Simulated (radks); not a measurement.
Coulomb parameter of the 5d shell of the gold ion Au2+ in the model configuration [Xe] 4f14 5d8 6s1, as a second difference U = [E(n + 0.25) + E(n - 0.25) - 2 E(n)] / (0.25)^2 with all orbitals relaxed. "Bare": the charge of the atom changes with n. "Screened": the 6s shell takes up the change at fixed total charge, which measures U(5d,5d) + U(6s,6s) - 2 U(5d,6s). Calculated with a radial shooting solver on a logarithmic mesh with Libxc functionals: scalar-relativistic Kohn-Sham, LDA (Slater exchange, Perdew-Wang correlation), spin-unpolarised, spherical densities, finite nucleus; Fermi nuclear charge, rms radius 5.4371 fm.

| case | configuration | E - E(n) (eV) |
|---|---|---|
| start | [Xe] 4f14 5d8 6s1 | 0.000 |
| bare +0.25 | [Xe] 4f14 5d8.25 6s1 | -7.168 |
| bare -0.25 | [Xe] 4f14 5d7.75 6s1 | 7.980 |
| screened +0.25 | [Xe] 4f14 5d8.25 6s0.75 | -1.401 |
| screened -0.25 | [Xe] 4f14 5d7.75 6s1.25 | 1.486 |

U(bare) = 12.996 eV, U(screened by 6s) = 1.364 eV, against the Slater integral F0(5d,5d) = 16.822 eV with frozen orbitals.
